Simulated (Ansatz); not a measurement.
Frontier orbitals of IIn (`[In][I]`).

```tsv
atom	x (Å)	y (Å)	z (Å)
In1	0.533	0.398	-1.215
I2	-0.533	-0.398	1.215
```

The species carries charge 0 and has multiplicity 1. Correlated methods include outer-core shells of I, In, which these sets cover unevenly. In, I takes the def2 core potential. The structure was optimised at the PBE0-D4/def2-TZVP level. Basis def2-TZVPP, the Gaussian-basis code of Ansatz.

Orbital energies of one run (eV). Highest occupied ones, from the top: -6.44, -6.80, -6.80, -9.91, -17.85, -21.09, -21.09, -21.16, -21.23, -21.23, -51.25, -51.25, -51.32, -51.32. Empty: -2.32, -2.32, -0.66, 1.78, 1.78, 1.89.

(1) Which functional gave them?
A. HSE06 (plane-wave form)
B. revPBE
C. B97M-V
D. BLYP

Results:

(1) A. HOMO energies: HSE06 -6.44, revPBE -5.87, BLYP -5.80, B97M-V -6.02 eV.
